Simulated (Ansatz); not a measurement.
Ansatz (a program for electronic structure) input (B3LYP/6-31G*):

Ansatz 0.2 input:
```yaml
crystal:
  periodic: [false, false, false]
  atoms:
    - {symbol: B, position_ang: [0.75463700, 0.20855000, 0.04226600]}
    - {symbol: N, position_ang: [-0.50761300, -0.14028300, -0.02843000]}
    - {symbol: H, position_ang: [1.87925600, 0.51934700, 0.10525400]}
    - {symbol: H, position_ang: [-1.28046000, 0.52232700, 0.05508600]}
    - {symbol: H, position_ang: [-0.81868700, -1.10244200, -0.17265600]}
basis:
  gaussian:
    orbitals: 6-31G*
hamiltonian:
  xc: {name: B3LYP}
total_charge: 1
relax: {f_tol: 0.003, max_steps: 120}
```

Output:

```
Functional definition: B3LYP
integrals: 0.01 GiB planned
423 factors; integrals over basis functions are off by at most 4.2e-4 eV
mean field: 0.07 GiB planned
mean field evaluation 1: about -2193.7689 eV, gradient 8.3e1 eV
mean field evaluation 2: about -2170.8072 eV, gradient 1.2e2 eV
mean field evaluation 4: about -2207.0318 eV, gradient 4.2e0 eV
mean field evaluation 8: about -2207.0782 eV, gradient 3.7e-2 eV
mean field -2207.07816603 eV, -81.1086265902 hartree, gradient 4.0e-5 eV, S^2 0.000000; 0 other end points of the search recorded, 0 dependent functions left out
the calculation of the forces begins
reference -2207.07830338 eV, -81.1086316379 hartree; 7, 7 occupied and 29, 29 virtual orbitals, 423 factors
relax step   1: F+E_penalty+E_count = -2207.07816603 eV  Δ(F+E_penalty+E_count) = +0.000e0 eV  max|allowed force component| = 3.696e-1 eV/Å  Δτ_max = 0.0000 Å  (24 SCF iters, accepted)
these checks for a lower state are left out or cut short: starts, cluster_reference, orbital_swaps, neighbouring_geometries, increment
integrals: 0.01 GiB planned
423 factors; integrals over basis functions are off by at most 4.2e-4 eV
mean field: 0.07 GiB planned
mean field evaluation 16: about -2207.0808 eV, gradient 4.1e-1 eV
mean field -2207.08105503 eV, -81.1087327589 hartree, gradient 2.5e-5 eV, S^2 0.000000; 0 other end points of the search recorded, 0 dependent functions left out
the calculation of the forces begins
reference -2207.08119260 eV, -81.1087378148 hartree; 7, 7 occupied and 29, 29 virtual orbitals, 423 factors
relax step   2: F+E_penalty+E_count = -2207.08105503 eV  Δ(F+E_penalty+E_count) = -2.889e-3 eV  max|allowed force component| = 8.476e-2 eV/Å  Δτ_max = 0.0072 Å  (21 SCF iters, accepted)
these checks for a lower state are left out or cut short: starts, cluster_reference, orbital_swaps, neighbouring_geometries, increment
integrals: 0.01 GiB planned
423 factors; integrals over basis functions are off by at most 4.2e-4 eV
mean field: 0.07 GiB planned
mean field -2207.08122612 eV, -81.1087390467 hartree, gradient 4.6e-5 eV, S^2 0.000000; 0 other end points of the search recorded, 0 dependent functions left out
the calculation of the forces begins
reference -2207.08136377 eV, -81.1087441050 hartree; 7, 7 occupied and 29, 29 virtual orbitals, 423 factors
relax step   3: F+E_penalty+E_count = -2207.08122612 eV  Δ(F+E_penalty+E_count) = -1.711e-4 eV  max|allowed force component| = 1.231e-2 eV/Å  Δτ_max = 0.0021 Å  (17 SCF iters, accepted)
these checks for a lower state are left out or cut short: starts, cluster_reference, orbital_swaps, neighbouring_geometries, increment
integrals: 0.01 GiB planned
423 factors; integrals over basis functions are off by at most 4.2e-4 eV
mean field: 0.07 GiB planned
mean field -2207.08123016 eV, -81.1087391951 hartree, gradient 4.2e-6 eV, S^2 0.000000; 0 other end points of the search recorded, 0 dependent functions left out
the calculation of the forces begins
reference -2207.08136780 eV, -81.1087442532 hartree; 7, 7 occupied and 29, 29 virtual orbitals, 423 factors
relax step   4: F+E_penalty+E_count = -2207.08123016 eV  Δ(F+E_penalty+E_count) = -4.038e-6 eV  max|allowed force component| = 3.572e-3 eV/Å  Δτ_max = 0.0003 Å  (16 SCF iters, accepted)
these checks for a lower state are left out or cut short: starts, cluster_reference, orbital_swaps, neighbouring_geometries, increment
integrals: 0.01 GiB planned
423 factors; integrals over basis functions are off by at most 4.2e-4 eV
mean field: 0.07 GiB planned
mean field evaluation 32: about -2207.0814 eV, gradient 2.5e-2 eV
mean field -2207.08123122 eV, -81.1087392340 hartree, gradient 2.4e-5 eV, S^2 0.000000; 0 other end points of the search recorded, 0 dependent functions left out
the calculation of the forces begins
reference -2207.08136886 eV, -81.1087442921 hartree; 7, 7 occupied and 29, 29 virtual orbitals, 423 factors
relax step   5: F+E_penalty+E_count = -2207.08123122 eV  Δ(F+E_penalty+E_count) = -1.059e-6 eV  max|allowed force component| = 1.515e-4 eV/Å  Δτ_max = 0.0003 Å  (16 SCF iters, accepted)
integrals: 0.01 GiB planned
423 factors; integrals over basis functions are off by at most 4.2e-4 eV
mean field: 0.07 GiB planned
mean field -2207.08123122 eV, -81.1087392340 hartree, gradient 2.4e-5 eV, S^2 0.000000; 1 other end points of the search recorded, 0 dependent functions left out
the calculation of the forces begins
reference -2207.08136886 eV, -81.1087442921 hartree; 7, 7 occupied and 29, 29 virtual orbitals, 423 factors
Total energy: -2207.08136886 eV, -81.1087442921 hartree
Atom 0 at     0.758763     0.209690     0.042499 Å, force    -0.000152    -0.000041    -0.000011 eV/Å
Atom 1 at    -0.511539    -0.141368    -0.028647 Å, force     0.000053     0.000017    -0.000015 eV/Å
Atom 2 at     1.887947     0.521749     0.105739 Å, force     0.000067     0.000018     0.000009 eV/Å
Atom 3 at    -1.285999     0.524945     0.055375 Å, force     0.000007     0.000033     0.000013 eV/Å
Atom 4 at    -0.822040    -1.107517    -0.173446 Å, force     0.000024    -0.000027     0.000005 eV/Å
Dipole moment:     0.076794     0.021223     0.004298 e Å
```

The dipole moment of an ion depends on the origin.

The geometry given is a B3LYP-D3(BJ)/def2-TZVP minimum.
